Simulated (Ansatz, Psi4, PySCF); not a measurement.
Cu (SMILES [Cu]), doublet. Base run: PySCF with WB97M-V/cc-pVTZ.

PySCF was given this input:
```python
from pyscf import gto, scf, dft

mol = gto.Mole()
mol.atom = '''
    Cu    0.00000000    0.00000000    0.00000000
'''
mol.basis = 'cc-pvtz'
mol.spin = 1
mol.verbose = 4
mol.build()

mf = dft.UKS(mol)
mf.xc = 'wb97m_v'
mf.kernel()
```

The same geometry, method and basis name were run in Ansatz (a first-principles code) and Psi4 and PySCF, at each program's defaults and at the settings that a row names. The base is PySCF at its defaults. Differences at the defaults can come from grids, fitting, cores and function types together.

```json
[
 {"code and settings": "PySCF, defaults (exact integrals, its default grid, spherical functions)", "ΔE vs base (µEh)": "0.0", "basis functions": "68", "E (Eh)": "-1640.43338", "SCF cycles": "8"},
 {"code and settings": "Psi4, defaults (density fitting with its default set, its default grid, spherical functions)", "ΔE vs base (µEh)": "22.4", "basis functions": "68", "E (Eh)": "-1640.43336", "SCF cycles": "14"},
 {"code and settings": "Ansatz, defaults (factorised integrals, its default grid, spherical functions)", "ΔE vs base (µEh)": "11.7", "basis functions": "68", "E (Eh)": "-1640.43337", "SCF cycles": "-"},
 {"code and settings": "PySCF, density fitting with def2-universal-jkfit", "ΔE vs base (µEh)": "-9.5", "basis functions": "68", "E (Eh)": "-1640.43339", "SCF cycles": "8"},
 {"code and settings": "PySCF, fine grid", "ΔE vs base (µEh)": "1.2", "basis functions": "68", "E (Eh)": "-1640.43338", "SCF cycles": "8"},
 {"code and settings": "Psi4, exact integrals, spherical functions, fine grid", "ΔE vs base (µEh)": "-8.0", "basis functions": "68", "E (Eh)": "-1640.43339", "SCF cycles": "17"},
 {"code and settings": "Ansatz, high accuracy", "ΔE vs base (µEh)": "0.8", "basis functions": "68", "E (Eh)": "-1640.43338", "SCF cycles": "-"}
]
```

Open shells are given as the SCF converged; they aren't shown to be the lowest states, and a large step between rows can be another state.
